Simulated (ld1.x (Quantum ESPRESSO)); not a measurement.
## Configuration tests for C (Z = 6) (ultrasoft)

carbon, ultrasoft, made with ld1.x (Quantum ESPRESSO) 7.5 (LDA (PZ), scalar-relativistic). Core [He], reference 2s2 2p2. Waves: 2s (bound): rcut 1.20, rcutus 1.35 bohr; 2s channel at 0.5 Ry: rcut 1.20, rcutus 1.35 bohr; 2p (bound): rcut 1.50, rcutus 1.60 bohr; 2p channel at 0.05 Ry: rcut 1.50, rcutus 1.60 bohr. Local part: all-electron potential smoothed inside 1.40 bohr (lloc = -1). Core correction: Bessel-smoothed model core inside 1.20 bohr. Augmentation charge: PSQ, inside the norm-conserving radii.

Energies are relative to the spin-unpolarised reference configuration 2s2 2p2; without spin polarisation the order of configurations can differ from experiment. Spin-polarised rows fill each open shell by Hund’s rule, majority spin first.

(1) Give the all-electron excitation energy and the error of the potential for: 2s2 2p1; 2s2 2p0; 2s1 2p0; 2s1 2p3; 2s2 2p2.3; 2s2 2p1.5; 2s1 2p2; 2s2 2p2 (spin-polarised); 2s2 2p1 (spin-polarised).

Answers

(1)

```json
{"valence configuration": "2s2 2p1", "charge": "+1", "ΔE all-electron (eV)": "10.988", "error AE − PS (meV)": "-5.5"}
{"valence configuration": "2s2 2p0", "charge": "+2", "ΔE all-electron (eV)": "35.247", "error AE − PS (meV)": "-12"}
{"valence configuration": "2s1 2p0", "charge": "+3", "ΔE all-electron (eV)": "83.217", "error AE − PS (meV)": "+78"}
{"valence configuration": "2s1 2p3", "charge": "0", "ΔE all-electron (eV)": "8.242", "error AE − PS (meV)": "+5.0"}
{"valence configuration": "2s2 2p2.3", "charge": "-0.3", "ΔE all-electron (eV)": "-1.199", "error AE − PS (meV)": "-0.1"}
{"valence configuration": "2s2 2p1.5", "charge": "+0.5", "ΔE all-electron (eV)": "4.029", "error AE − PS (meV)": "-1.1"}
{"valence configuration": "2s1 2p2", "charge": "+1", "ΔE all-electron (eV)": "19.482", "error AE − PS (meV)": "+8.1"}
{"valence configuration": "2s2 2p2 (spin-polarised)", "charge": "0", "ΔE all-electron (eV)": "-1.128", "error AE − PS (meV)": "+109"}
{"valence configuration": "2s2 2p1 (spin-polarised)", "charge": "+1", "ΔE all-electron (eV)": "10.591", "error AE − PS (meV)": "+46"}
```
